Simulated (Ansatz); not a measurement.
Total energies of `BC[SiH2]O`.

Z-matrix (Å, degrees):
```
C
Si 1 1.887
B 1 1.533 2 110.4
H 1 1.096 2 103.9 3 -122.2
H 1 1.095 2 103.3 3 122.5
O 2 1.648 1 110.9 3 -175.7
H 2 1.489 1 109.1 3 62.3
H 2 1.480 1 110.9 3 -59.4
H 3 1.198 1 120.7 2 88.3
H 3 1.198 1 120.8 2 -88.4
H 6 0.958 2 117.9 1 -67.9
```

The species carries charge 0 and has multiplicity 1. The structure was optimised at the PBE0-D4/def2-TZVP level. It is one conformer, not always the lowest. Basis def2-TZVPP, Ansatz 0.2.0.

RPA on PBE orbitals: Hartree–Fock energy of these orbitals -430.48709 Eh, correlation -1.11143 Eh (frozen core).

```csv
functional,energy without D4 (Eh),D4 term (kJ/mol)
BLYP,-431.91927,-41.1
r2SCANh,-431.86560,-4.8
```

(1) Give the same for LDA (SPW92), PBE, revPBE, r2SCAN, B97M-V, PBE0, B3LYP, r2SCAN0, HSE06 (plane-wave form), BHLYP, CAM-B3LYP, LC-ωPBE, ωB97X-V, ωB97M-V, B2PLYP, PBE-QIDH. (Best estimate.)

B3LYP takes the VWN-RPA correlation (the form of Gaussian; ORCA's B3LYP/G). HSE06 is the plane-wave form, built on full-range PBE exchange. The double hybrids freeze the cores in their second-order part.

Results:

(1) Ansatz gave: 
```json
{"functional": "LDA (SPW92)", "energy without D4 (Eh)": "-429.57352", "D4 term (kJ/mol)": "–"}
{"functional": "PBE", "energy without D4 (Eh)": "-431.63702", "D4 term (kJ/mol)": "-18.6"}
{"functional": "revPBE", "energy without D4 (Eh)": "-431.86980", "D4 term (kJ/mol)": "-58.1"}
{"functional": "r2SCAN", "energy without D4 (Eh)": "-431.87260", "D4 term (kJ/mol)": "-4.5"}
{"functional": "B97M-V", "energy without D4 (Eh)": "-431.89734", "D4 term (kJ/mol)": "–"}
{"functional": "PBE0", "energy without D4 (Eh)": "-431.68708", "D4 term (kJ/mol)": "-15.6"}
{"functional": "B3LYP", "energy without D4 (Eh)": "-432.01738", "D4 term (kJ/mol)": "-29.9"}
{"functional": "r2SCAN0", "energy without D4 (Eh)": "-431.85596", "D4 term (kJ/mol)": "-5.3"}
{"functional": "HSE06 (plane-wave form)", "energy without D4 (Eh)": "-431.67213", "D4 term (kJ/mol)": "-14.5"}
{"functional": "BHLYP", "energy without D4 (Eh)": "-431.91077", "D4 term (kJ/mol)": "-22.3"}
{"functional": "CAM-B3LYP", "energy without D4 (Eh)": "-431.92339", "D4 term (kJ/mol)": "-15.7"}
{"functional": "LC-ωPBE", "energy without D4 (Eh)": "-431.80377", "D4 term (kJ/mol)": "–"}
{"functional": "ωB97X-V", "energy without D4 (Eh)": "-431.89509", "D4 term (kJ/mol)": "–"}
{"functional": "ωB97M-V", "energy without D4 (Eh)": "-431.89116", "D4 term (kJ/mol)": "–"}
{"functional": "B2PLYP", "energy without D4 (Eh)": "-431.74541", "D4 term (kJ/mol)": "–"}
{"functional": "PBE-QIDH", "energy without D4 (Eh)": "-431.58676", "D4 term (kJ/mol)": "–"}
```

LC-ωPBE has ω = 0.4 bohr⁻¹.
